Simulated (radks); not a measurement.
Results of a calculation; reference values are marked as such.
Question: These are the eigenvalues of the occupied orbitals of an atom or ion with whole-number occupations (hartree). Level of theory: Dirac Kohn-Sham, BLYP, spin-unpolarised, spherical densities, point nucleus (a radial shooting solver on a logarithmic mesh with Libxc functionals).

| orbital | eigenvalue |
|---|---|
| 1s1/2 | -600.2162 |
| 2s1/2 | -93.81283 |
| 2p1/2 | -86.73940 |
| 2p3/2 | -84.21581 |
| 3s1/2 | -25.19598 |
| 3p1/2 | -22.63208 |
| 3p3/2 | -22.18901 |
| 3d3/2 | -17.80269 |
| 3d5/2 | -17.71768 |

Which element is it, and in what charge state? The configuration may be excited. Open shells, if any, fill j = l - 1/2 first.

Answer: Z = 38, strontium, charge +14: Sr14+ in [Ar] 3d6. The list shows which subshells hold electrons but not how many an open one holds; the 1s level, -600.22 hartree, gives Z - s = 34.6 by -(Z - s)^2/2, which with screening and relativity narrows Z to a few neighbours, and the depths of the outer levels then fix element, charge and occupations together.
